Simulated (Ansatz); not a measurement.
Reaction (isomerisation): `[F][Zn][CH2]BCl` → `F[B]([ZnH])CCl`

Calculated with Ansatz (gas phase, PBE0-D4/def2-TZVP geometries, no zero-point term in ΔE). CCSD(T)/CBS adds triple-zeta CCSD(T) − MP2 to the extrapolated MP2 energy (def2 sets, frozen cores). Functionals use def2-TZVPP. For Zn outer-core shells are correlated without core-valence functions, which leaves a few kJ/mol of doubt a bond. Scalar relativity is left out up to krypton. One conformer a species, not always the lowest.

```
    level  ΔE (kJ/mol)
r2SCAN-D4        156.9
  ωB97M-V        147.7
```

(1) What does CCSD(T)/CBS give? (An estimate is asked.)

Largest T1 diagnostic among the species: 0.015.

Results:

(1) The calculation gave: +164.3 kJ/mol. The listed levels differ from it by -7.4, -16.6 kJ/mol.

From PBE to PBE0 (25 % exact exchange), in def2-TZVPP and without D4, ΔE moves by +4.4 kJ/mol.
